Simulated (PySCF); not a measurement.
# Xenon: a sound run and one with changed settings

Sound run: Xe⁺ [Kr] 4d10 5s2 5p5, Xe²⁺ [Kr] 4d10 5s2 5p4. All numbers are calculated (PySCF 2.14, a scalar-relativistic core potential, in cc-pVDZ-PP with ECP28MDF (4s3p2d, 23 functions)). In the sound run the correlated levels freeze 4s2 4p6 4d10 outside the core potential. The sound run starts from symmetry-adapted Hartree-Fock orbitals and uses a fine grid where one is needed.

A second run was set up differently.

```json
{"species": "Xe⁺", "method": "MP2", "sound run (hartree)": "-327.94329", "changed run (hartree)": "-327.91901", "converged": "yes"}
{"species": "Xe⁺", "method": "CCSD(T)", "sound run (hartree)": "-327.95625", "changed run (hartree)": "-327.92798", "converged": "yes"}
{"species": "Xe²⁺", "method": "MP2", "sound run (hartree)": "-327.18512", "changed run (hartree)": "-327.15470", "converged": "yes"}
{"species": "Xe²⁺", "method": "CCSD(T)", "sound run (hartree)": "-327.19899", "changed run (hartree)": "-327.16202", "converged": "yes"}
```

Ionisation energy of Xe⁺:

| method | sound run (eV) | changed run (eV) |
| --- | --- | --- |
| UHF | 20.150 | 20.150 |
| MP2 | 20.631 | 20.798 |
| SCS-MP2 | 20.606 | 20.830 |
| CCSD | 20.604 | 20.841 |
| CCSD(T) | 20.606 | 20.843 |

Question: What was changed?
A. minimal basis
B. level shift left on
C. basis contracted for another Hamiltonian
D. a valence shell is frozen

Answer: D. Freezing a valence shell removes pair correlation that changes on ionisation.
